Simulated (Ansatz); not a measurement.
A further run on Cu2O.

```yaml
crystal:
  periodic: [false, false, false]
  atoms:
    - {symbol: Cu, position_ang: [-0.025513, -1.295827, -0.016426]}
    - {symbol: Cu, position_ang: [-0.774367, 1.039229, 0.020766]}
    - {symbol: O, position_ang: [0.799889, 0.256589, -0.004339]}
basis:
  gaussian: {orbitals: def2-mTZVPP}
hamiltonian: {xc: {name: B3LYP}, dispersion: d3bj}
scf: {omitted_lower_state_checks: [starts]}
```

```sh
$ ansatz run in.yaml --threads 2 --pin off --events-out ev --progress --plain --max-ram 4352MiB
```

Output, abridged:

```
Functional definition: B3LYP
949 factors; integrals over basis functions are off by at most 5.3e-4 eV
mean field evaluation 1: about -91316.1769 eV, gradient 1.0e2 eV
mean field evaluation 2: about -91108.6723 eV, gradient 3.4e2 eV
mean field evaluation 4: about -91310.6731 eV, gradient 9.8e1 eV
mean field evaluation 8: about -91331.0641 eV, gradient 2.5e-1 eV
mean field evaluation 16: about -91331.1602 eV, gradient 3.8e-3 eV
mean field -91331.16018684 eV, -3356.3582303826 hartree, gradient 3.7e-5 eV, S^2 0.000000; 0 other end points of the search recorded, 0 dependent functions left out
reference -91331.16040288 eV, -3356.3582383220 hartree; 33, 33 occupied and 57, 57 virtual orbitals, 949 factors
Total energy: -91331.27024810 eV, -3356.3622750594 hartree
Checks for a lower state left out: starts
```

It took 1.9 s on 2 threads of Arm Neoverse V1 on a shared host.

B3LYP takes the VWN-RPA correlation.
